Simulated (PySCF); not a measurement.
**Spin–spin coupling constants**

Bonds (- single, = double, # triple, : aromatic): C1:C2, C2:C3, C3:C4, C4-C5, C5:C6, C6:C7, C7:N8, N8:C9, C9:C10, C4:C11, C11:C12, C12:C1, C10:C5. C1 carries H13; C2 carries H14; C3 carries H15; C6 carries H16; C7 carries H17; C9 carries H18; C10 carries H19; C11 carries H20; C12 carries H21.

Indirect spin–spin couplings were computed at B3LYP/pcJ-1 (without the spin–dipole term) (PySCF) on a PBE0-D3(BJ)/def2-SVP structure, for the isolated molecule, without vibrational or relativistic corrections. Couplings are averaged over pairs made equivalent by symmetry, fast rotation or ring inversion, so a value needn't be that of the named pair in this geometry, while other rotamers aren't included; one pair stands for each set, and the list holds a selection of those of at least 0.8 Hz over up to four bonds, among pairs with at least one H atom (others weren't computed).

Isotopes: 13C, 1H, 15N.

| pair | bonds | J (Hz) |
| --- | --- | --- |
| C1, H13 | 1 | 167.9 |
| C2, H14 | 1 | 167.4 |
| C3, H15 | 1 | 166.3 |
| C6, H16 | 1 | ? |
| C7, H17 | 1 | ? |
| C1, H14 | 2 | ? |
| C2, H13 | 2 | 1.8 |
| C3, H14 | 2 | 2.0 |
| C4, H15 | 2 | 0.8 |
| C7, H16 | 2 | 3.6 |
| N8, H17 | 2 | -12.7 |
| C3, H20 | 3 | ? |
| C4, H14 | 3 | 7.9 |
| C5, H15 | 3 | 4.3 |
| C5, H17 | 3 | 6.9 |
| C7, H18 | 3 | ? |
| N8, H16 | 3 | -1.3 |
| H16, H17 | 3 | 5.8 |
| C2, H20 | 4 | -1.2 |
| C3, H21 | 4 | ? |
| C4, H13 | 4 | -1.5 |
| C4, H17 | 4 | ? |
| C6, H18 | 4 | ? |
| H13, H15 | 4 | 0.9 |
| H14, H21 | 4 | 1.0 |
| H15, H20 | 4 | 1.8 |

Estimate the withheld couplings, with signs.

## Answers


- 1J(C6,H16) = 168.9 Hz (bond length 1.092 Å, sp2 carbon)
- 1J(C7,H17) = 186.1 Hz (bond length 1.096 Å, sp2 carbon)
- 2J(C1,H14) = 1.6 Hz (angle at C2 120°)
- 3J(C3,H20) = 6.7 Hz (dihedral angle 179°)
- 3J(C7,H18) = 12.5 Hz (dihedral angle 180°)
- 4J(C3,H21) = -1.5 Hz
- 4J(C4,H17) = 0.9 Hz
- 4J(C6,H18) = -1.9 Hz
